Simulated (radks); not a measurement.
The numbers below are computed, except where a source is named.
Re30+, 45 electrons, occupied as [Kr] 4d9. Level of theory: non-relativistic Kohn-Sham, LB94 model potential, spin-polarised, spherical densities, point nucleus; open shells are filled with parallel spins first (spin-orbit coupling, left out, can overturn this in heavy ions); relativity is left out, which matters for an element this heavy (a radial shooting solver on a logarithmic mesh with Libxc functionals).

Normalised radial functions P(r) = r R(r), r in bohr:

```
   r/bohr * 4d down (the largest magnitude, 1.66, reaches the edge; | marks zero)
 0.002254                             *
 0.002865                             *
 0.003672                             *
 0.004668                             *
 0.005934                             *
 0.007604                             *
 0.009666                             *
  0.01239                             *
  0.01575                             |*
  0.02002                             |*
  0.02565                             | *
  0.03261                             |  *
  0.04146                             |    *
  0.05312                             |       *
  0.06753                             |          *
  0.08654                             |              *
     0.11                             |                *
   0.1399                             |               *
   0.1792                             |       *
   0.2278                         *   |
    0.292           *                 |
   0.3712  *                          |
   0.4718  *                          |
   0.6046           *                 |
   0.7686                    *        |
   0.9771                          *  |
    1.252                             *
```

4d down: eigenvalue -1249.9 eV, 1 radial node at r = 0.212 bohr, <r> = 0.438 bohr, 90 % of the charge inside 0.641 bohr.
